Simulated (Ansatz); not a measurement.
The cluster Te4Pb2: single points at one geometry.

```yaml
crystal:
  periodic: [false, false, false]
  atoms:
    - {symbol: Pb, position_ang: [0.737522, 2.218862, 0.327905]}
    - {symbol: Pb, position_ang: [-1.961426, -0.966195, -0.891710]}
    - {symbol: Te, position_ang: [0.409133, 0.372619, -2.220034]}
    - {symbol: Te, position_ang: [1.418050, 0.002162, 2.087996]}
    - {symbol: Te, position_ang: [0.686015, -2.155507, -1.118764]}
    - {symbol: Te, position_ang: [-1.289284, 0.528059, 1.814617]}
basis:
  gaussian: {orbitals: def2-SVP, initial_orbitals: start.molden}
hamiltonian: {xc: pbe, dispersion: d4}
scf: {omitted_lower_state_checks: [starts]}
output: {orbitals: {seedname: orbitals}}
```

The file start.molden holds the orbitals of an earlier run on this structure, at another level or in another basis.

```sh
$ ansatz run in.yaml --threads 4 --pin off --events-out ev --progress --plain --max-ram 8704MiB
```

Output, abridged:

```
Functional definition: PBE
1872 factors; their error is unknown
mean field evaluation 1: about -39677.0069 eV, gradient 5.3e1 eV
mean field evaluation 2: about -39677.4980 eV, gradient 9.9e-1 eV
mean field evaluation 4: about -39677.4984 eV, gradient 9.0e-2 eV
mean field -39677.49842784 eV, -1458.1211728488 hartree, gradient 3.5e-5 eV, S^2 0.000000; 0 other end points of the search recorded, 0 dependent functions left out
reference -39677.49846470 eV, -1458.1211742033 hartree; 70, 70 occupied and 86, 86 virtual orbitals, 1872 factors
Total energy: -39678.17848652 eV, -1458.1461645442 hartree
Checks for a lower state left out: starts
```

It took 3.2 s on 4 threads of Arm Neoverse V1 on a shared host.

The first input with `gaussian: {orbitals: def2-TZVP, initial_orbitals: start.molden}`, `hamiltonian: {xc: r2scan, dispersion: d4}` (abridged; 17 s):

```
Functional definition: r2SCAN
mean field -39694.09593691 eV, -1458.7311200569 hartree, gradient 1.4e-5 eV, S^2 0.000000
Total energy: -39694.22214408 eV, -1458.7357580847 hartree
Checks for a lower state left out: starts
```

First input, but with `gaussian: {orbitals: def2-TZVP, initial_orbitals: start.molden}`, `hamiltonian: {xc: {name: BLYP}, dispersion: d4}` (abridged; 8 s):

```
Functional definition: BLYP
mean field -39670.61742584 eV, -1457.8683006892 hartree, gradient 9.0e-6 eV, S^2 0.000000
Total energy: -39671.94348581 eV, -1457.9170324944 hartree
Checks for a lower state left out: starts
```

As the first input, with `gaussian: {orbitals: def2-TZVP, initial_orbitals: start.molden}`, `hamiltonian: {xc: pbe}`, `correlation: {method: rpa}` and without the key `output` (abridged; 36 s):

```
Functional definition: PBE
mean field -39679.03882027 eV, -1458.1777812264 hartree, gradient 2.1e-6 eV, S^2 0.000000
24 core orbitals not correlated: weight in the atoms' cores, before any rotation towards them, 1.000 or more for the frozen orbitals, at most 0.000 for the correlated occupied ones
Total energy: -39595.29595257 eV, -1455.1002876016 hartree
Checks for a lower state left out: starts
```

The first input with `correlation: {method: ccsd_t}` and without the key `hamiltonian` (abridged; 2.7 min):

```
Functional definition: HF
mean field evaluation 16: about -39499.9095 eV, gradient 5.5e0 eV
mean field -39507.28438243 eV, -1451.8659220550 hartree, gradient 9.0e-6 eV, S^2 0.000000
24 core orbitals not correlated: weight in the atoms' cores, before any rotation towards them, 1.000 or more for the frozen orbitals, at most 0.000 for the correlated occupied ones
second order -18.21208374 eV of doubles, -0.00000000 eV of singles
cycle   1  -18.02438994 eV  change    1.9e-1 eV  update   1.8e-1
cycle   2  -18.65117634 eV  change   -6.3e-1 eV  update   6.0e-2
cycle   3  -18.82797973 eV  change   -1.8e-1 eV  update   4.0e-2
cycle   4  -18.81241844 eV  change    1.6e-2 eV  update   1.4e-2
cycle   5  -18.80778764 eV  change    4.6e-3 eV  update   8.0e-3
cycle   6  -18.81069709 eV  change   -2.9e-3 eV  update   2.9e-3
cycle   7  -18.80995121 eV  change    7.5e-4 eV  update   1.3e-3
cycle   8  -18.81008958 eV  change   -1.4e-4 eV  update   4.6e-4
cycle   9  -18.81026890 eV  change   -1.8e-4 eV  update   2.1e-4
cycle  10  -18.81014873 eV  change    1.2e-4 eV  update   1.1e-4
cycle  11  -18.81015296 eV  change   -4.2e-6 eV  update   5.6e-5
perturbative correction -0.96292800 eV, -0.0353869514 hartree
Total energy: -39527.05746339 eV, -1452.5925693778 hartree
Checks for a lower state left out: starts
```

The first input with `gaussian: {orbitals: def2-TZVP, initial_orbitals: start.molden}`, `hamiltonian: {xc: {name: B3LYP}, dispersion: d4}` (abridged; 17 s):

```
Functional definition: B3LYP
mean field -39690.53232904 eV, -1458.6001598830 hartree, gradient 1.6e-5 eV, S^2 0.000000
Total energy: -39691.67720141 eV, -1458.6422331666 hartree
Checks for a lower state left out: starts
```

The first input with `gaussian: {orbitals: def2-TZVP, initial_orbitals: start.molden}` (abridged; 7.5 s):

```
Functional definition: PBE
mean field -39679.03882950 eV, -1458.1777815657 hartree, gradient 2.0e-5 eV, S^2 0.000000
Total energy: -39679.71889435 eV, -1458.2027734878 hartree
Checks for a lower state left out: starts
```

Geometry: PBE-D4/def2-SVP.

In the def2 sets Pb, Te take a core potential; there is no spin–orbit coupling. B3LYP takes the VWN-RPA correlation. Correlated methods freeze 24 core orbitals; core or outer-core shells of Pb, Te are correlated, in sets that lack core-valence functions. The structure comes from a short search, and lower isomers may exist.
